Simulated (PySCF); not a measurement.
**How methods differ on the ionisation energy of Pb⁷⁴⁺**

Pb⁷⁴⁺ [He] 2s2 2p4 [2p1/2^2 2p3/2^2, M_J = 2] → Pb⁷⁵⁺ [He] 2s2 2p3 [2p1/2^2 2p3/2^1, M_J = 3/2], as a difference of total energies. All numbers are calculated (PySCF 2.14, the two-component X2C-1e Hamiltonian, in an uncontracted even-tempered set (16 s from 64 bohr⁻², ratio 2.4; 13 p from 83 bohr⁻², ratio 2.4; 5 d from 280 bohr⁻², ratio 2.6; 4 f from 420 bohr⁻², ratio 2.6)). Correlated levels: nothing frozen; the 22 highest virtual spinors dropped. "Screened" scales the spin-orbit matrix elements by Boettger's factors to mimic the two-electron term; Breit and QED terms are absent.

```json
{"method": "GHF (spin-free)", "ionisation energy (eV)": "20987.2"}
{"method": "GMP2 (spin-free)", "ionisation energy (eV)": "20989.0"}
{"method": "GHF (screened spin-orbit)", "ionisation energy (eV)": "20396.1"}
{"method": "GMP2 (screened spin-orbit)", "ionisation energy (eV)": "20396.6"}
```

For this ion Breit and QED terms and the two-electron picture change, all absent here, outweigh the correlation shift from GHF to GMP2.

The spin-free rows relax to the high-spin LS determinant and lack the spin-orbit shift.

The labels give the starting determinants; with spin-orbit coupling the two ends relaxed to ⟨J²⟩ = 6.00, ⟨L²⟩ = 3.32, ⟨S²⟩ = 1.38 and ⟨J²⟩ = 3.75, ⟨L²⟩ = 2.63, ⟨S²⟩ = 1.45.

For comparison: 20380 ± 90 eV (theoretical estimate listed by NIST; NIST Atomic Spectra Database, ionization energies).
